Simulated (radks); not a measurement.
Spherical jellium clusters: N electrons in a uniform positive sphere of charge N and radius rs N^(1/3), rs = 2.61 bohr. Level of theory: non-relativistic Kohn-Sham, LDA (Slater exchange, Perdew-Wang correlation), spin-polarised, spherical densities (a radial shooting solver with Libxc functionals). Levels are named by radial order and angular momentum (1s, 1p, 1d, 2s, ...), and open shells are averaged over m. Each electron was tried in the lowest free levels, single moves between levels near the top were tried too, and the lowest total energy was kept; such a search can miss a lower state. Energies include the self-energy of the background; IP and EA are vertical (highest electron removed, lowest free level filled), at fixed background; spill-out counts the electrons outside the background radius R, and alpha is the static dipole polarisability from linear response (closed shells only). A dash means not computed or, for alpha, an open shell; in EA it means that no bound solution was reached, which is typical of self-interaction and does not show that the anion is unstable. Real open-shell clusters deform, which this model forbids.

N,open shells,2S,E/N (eV),E(N+1) + E(N-1) - 2E(N) (eV),EA (eV),-e(HOMO) (eV),spill-out (e),alpha/R^3
1,"1s(up 1, down 0)",1,-0.526,-,-,3.848,0.54,-
2,none,0,-1.277,2.126,-,4.411,0.76,2.125
3,"1p(up 1, down 0)",1,-0.819,-0.941,-,2.374,1.16,-
4,"1p(up 2, down 0)",2,-0.825,-0.821,-,3.244,1.41,-
5,"1p(up 3, down 0)",3,-0.993,0.338,-,3.846,1.59,-
6,"1p(up 3, down 1)",2,-1.048,-0.672,-,3.510,1.77,-
7,"1p(up 3, down 2)",1,-1.184,-0.512,2.081,4.032,1.92,-
8,none,0,-1.350,2.477,-,4.418,2.04,1.745
9,"1d(up 1, down 0)",1,-1.204,-0.438,-,2.106,2.29,-
10,"1d(up 2, down 0)",2,-1.131,-0.408,-,2.578,2.49,-
11,"1d(up 3, down 0)",3,-1.108,-0.369,-,2.964,2.66,-
12,"1d(up 4, down 0)",4,-1.119,-0.329,-,3.288,2.80,-
13,"1d(up 5, down 0)",5,-1.155,0.385,-,3.563,2.93,-
14,"1d(up 5, down 0) 2s(up 1, down 0)",6,-1.157,-0.150,-,3.255,3.21,-
15,"1d(up 5, down 2)",3,-1.170,-0.388,1.792,3.409,3.19,-
16,"1d(up 5, down 3)",2,-1.205,-0.261,2.049,3.665,3.30,-
17,"1d(up 5, down 4)",1,-1.251,-0.232,2.276,3.887,3.40,-
18,none,0,-1.305,0.254,2.112,4.080,3.50,1.567
19,"2s(up 1, down 0)",1,-1.340,0.216,2.016,3.837,3.71,-
20,none,0,-1.361,1.414,-,3.700,3.95,1.623
21,"1f(up 1, down 0)",1,-1.312,-0.235,-,2.368,4.09,-
22,"1f(up 2, down 0)",2,-1.279,-0.221,-,2.597,4.22,-
23,"1f(up 3, down 0)",3,-1.258,-0.207,-,2.803,4.33,-
24,"1f(up 4, down 0)",4,-1.247,-0.193,1.540,2.990,4.44,-
25,"1f(up 5, down 0)",5,-1.245,-0.180,1.714,3.160,4.54,-
26,"1f(up 6, down 0)",6,-1.250,-0.169,1.874,3.315,4.63,-
27,"1f(up 7, down 0)",7,-1.261,0.446,1.439,3.458,4.71,-
28,"1f(up 7, down 1)",6,-1.255,-0.181,1.625,3.019,4.81,-
29,"1f(up 7, down 2)",5,-1.256,-0.168,1.795,3.185,4.90,-
30,"1f(up 7, down 3)",4,-1.263,-0.157,1.952,3.337,4.99,-
31,"1f(up 7, down 4)",3,-1.274,-0.147,2.097,3.477,5.08,-
32,"1f(up 7, down 5)",2,-1.289,-0.137,2.231,3.605,5.16,-
33,"1f(up 7, down 6)",1,-1.307,-0.129,2.356,3.725,5.23,-
34,none,0,-1.328,0.522,1.911,3.836,5.31,1.441
35,"2p(up 1, down 0)",1,-1.332,-0.074,2.054,3.348,5.51,-
36,"2p(up 2, down 0)",2,-1.339,-0.064,2.180,3.468,5.72,-
37,"2p(up 3, down 0)",3,-1.347,0.277,1.983,3.574,5.92,-
38,"2p(up 3, down 1)",2,-1.347,-0.071,2.125,3.368,6.14,-
39,"2p(up 3, down 2)",1,-1.349,-0.062,2.252,3.490,6.35,-
40,none,0,-1.353,-,1.449,3.599,6.57,1.560

All shells are closed at N = 2, 8, 18, 20, 34, 40 (there: 1s2 1p6 1d10 2s2 1f14 2p6); the second difference of the energy has clear peaks (12 % above both neighbours; the first and last values, which can be the largest, are not judged, and half-filled shells can peak too) at N = 5, 8, 13, 18, 20, 27, 34, 37.
